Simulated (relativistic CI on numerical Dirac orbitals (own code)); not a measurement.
# Sensitivity of the levels of Au27+ to α and to the nuclear radius

Calculated at this level of theory: Dirac-Coulomb-Breit CI, orbitals from a KLI potential per configuration, derivatives by finite differences, unscaled Slater integrals, QED left out (own radial code, finite nucleus).

Configurations in the expansion (outside the closed core [Kr] 4d10): 4f6, 4f5.5s, 4f4.5s2. Levels of other configurations are missing.

With x = (α/α₀)² − 1 an excitation energy changes as ω = ω₀ + qx; K = 2q/ω₀ is the relative enhancement. Terms are leading LS components, so labels can repeat. The field-shift factor is F = δν/δ⟨r²⟩ for the transition from the lowest level.

Lowest level 4f6 5D_0.

```tsv
Level	ω₀ (cm⁻¹)	q (cm⁻¹)	K	F (GHz/fm²)
4f6 7F_1	14282.2	31340	4.39	1.54
4f6 7F_2	26793.0	51230	3.82	2.57
4f6 7F_3	36906.2	62660	3.4	3.19
4f6 7F_4	45090.1	69050	3.06	3.58
4f6 7F_5	51247.7	70530	2.75	3.72
4f6 7F_6	53554.0	58560	2.19	3.24
4f6 7F_0	54146.6	47480	1.75	2.73
4f6 5D_1	74534.3	63420	1.7	3.67
4f6 5L_6	77313.0	37970	0.982	2.61
4f6 5G_2	91767.1	38320	0.835	2.78
4f6 5D_2	92931.4	72140	1.55	4.28
4f6 5L_7	95610.8	55820	1.17	3.62
4f6 5H_3	96021.2	43720	0.911	3.07
4f6 5H_5	97773.3	53480	1.09	3.53
4f6 5H_4	100313.6	52830	1.05	3.53
4f6 5L_6	102060.9	71200	1.4	4.36
4f6 5L_8	106254.7	66180	1.25	4.21
4f6 5D_3	107570.7	69320	1.29	4.33
4f6 5L_10	108496.2	58690	1.08	3.94
4f6 5L_9	112520.1	72300	1.29	4.57
4f6 5G_4	113715.5	54360	0.956	3.75
4f6 5G_5	118174.3	46370	0.785	3.45
4f6 5G_2	118208.8	57270	0.969	3.93
```

At this charge energies of transitions that change n are usually good to better than 1 %, and those within a shell (Δn = 0) to a few per cent. Terms inside the open d or f shell come out 10 to 20 % too wide with unscaled integrals.
